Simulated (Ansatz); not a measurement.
Ideal-gas functions of Cl$_{4}$V, SMILES `[Cl][V]([Cl])([Cl])[Cl]` radical at 800 K and 1 bar, from an Ansatz frequency run at PBE0-D4/def2-TZVP.

Molar mass 192.76 g/mol, point group D2d (symmetry number 4), electronic degeneracy 2, moments of inertia 412.135, 433.147, 433.92 u Å². Harmonic wavenumbers (cm⁻¹, unscaled): 66, 122, 122, 125, 149, 398, 490, 491, 525.

Use S(trans) = R[1.5 ln M + 2.5 ln T − 1.1517]; rotational temperatures θ = 24.2544 K / I; S(rot) = R[ln(√π/σ · √(T³/θAθBθC)) + 1.5]; for each mode x = 1.438777 ν̃/T, S = R[x/(eˣ − 1) − ln(1 − e⁻ˣ)] and H = RT x/(eˣ − 1); 1 cm⁻¹ = 0.0119627 kJ/mol; R = 8.31446 J/(mol·K).

Question: By hand: the entropy, in J/(mol·K).

Answer: Translation 195.0. Rotation: θ = 0.0589, 0.056, 0.0559 K, giving 124.8. Vibration, mode by mode: 26.04, 20.94, 20.94, 20.74, 19.29, 11.27, 9.63, 9.61, 9.09, in all 147.6. Electronic 5.8. Sum 473.2 J/(mol·K).

Question: By hand: H − E and G − E in kJ/mol, counted from the electronic energy.

Answer: Zero-point energy ½ × 2488 × 0.0119627 = 14.9; thermal vibration 46.7; translation, rotation and pV give 4 RT = 26.6. H − E = 88.2 kJ/mol, and G − E = 88.2 − 800 × 473.2/1000 = -290.4 kJ/mol.

Vibration gives 31 % of the entropy, 108.0 J/(mol·K) of it from the modes under 150 cm⁻¹: soft modes count most, and the harmonic formula is weakest for them.
